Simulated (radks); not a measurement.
Task: Valence configurations of W2+ (all share [Xe]). All-electron calculation, scalar-relativistic Kohn-Sham, PBE, spin-unpolarised, spherical densities, finite nucleus; Fermi nuclear charge, rms radius 5.3658 fm. Program: a radial shooting solver on a logarithmic mesh with Libxc functionals. Order these by energy: 4f14 5d4; 4f13 5d5; 4f12 5d4 6s2; 4f14 5d2 6s2; 4f14 5d3 6s1; 4f14 5d2.5 6s1 6p0.5; 4f14 5d3.5 6p0.5; 4f13 5d4 6p1; 4f14 5d1.5 6s2 6p0.5; 4f13 5d4 6s1.

Result: From the lowest, in eV above it: 4f14 5d4 0.000; 4f14 5d3 6s1 1.034; 4f14 5d2 6s2 2.970; 4f14 5d3.5 6p0.5 3.646; 4f14 5d2.5 6s1 6p0.5 5.305; 4f14 5d1.5 6s2 6p0.5 7.908; 4f13 5d5 33.344; 4f13 5d4 6s1 35.455; 4f13 5d4 6p1 42.384; 4f12 5d4 6s2 82.326. NIST lists [Xe] 4f14 5d4 as the ground configuration; this level of theory agrees among the configurations tried. The energies are those of spherical spin-averaged densities, not of single terms.
